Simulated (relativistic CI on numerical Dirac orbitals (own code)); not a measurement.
Calculated at this level of theory: Dirac-Coulomb-Breit CI, KLI orbitals optimised for each configuration, QED by a radiative potential, unscaled Slater integrals (own radial code, finite nucleus).

The strongest absorption lines from the ground level of an ion, among the configurations computed and to levels below about 470 eV (vacuum wavelength in Å, gf): 48.420 (0.24), 52.058 (0.44), 52.655 (1.3), 52.953 (0.38), 53.872 (0.75), 54.652 (0.37), 55.611 (0.17), 58.219 (0.71).

(1) Which ion is it?
A. Xe³⁰⁺
B. Te²⁸⁺
C. Te²⁶⁺
D. Sn²⁶⁺

Results:

(1) B. Te²⁸⁺ has 24 electrons and the ground level 3s²3p⁶3d⁶ ⁵D4; the strongest line goes to 3s²3p⁵3d⁷ ⁵P°3. The pattern of lines fixes the number of electrons, and along that sequence the line energies rise steadily with the charge (about as its square where n changes within one kind of shell, about linearly where n is kept but much faster in heavy ions where fine structure, which grows about as Z⁴, sets the gap, and irregularly where shells cross), which fixes Z. Configurations outside the model, such as inner-shell arrays, can give stronger lines. At this charge energies of transitions that change n are usually good to better than 1 %, and those within a shell (Δn = 0) to a few per cent. Terms inside the open d or f shell come out 10 to 20 % too wide with unscaled integrals.

LS names give the leading component of a level, which can be under half, so a name can repeat, a term be missing and a line seem to break the LS rules.
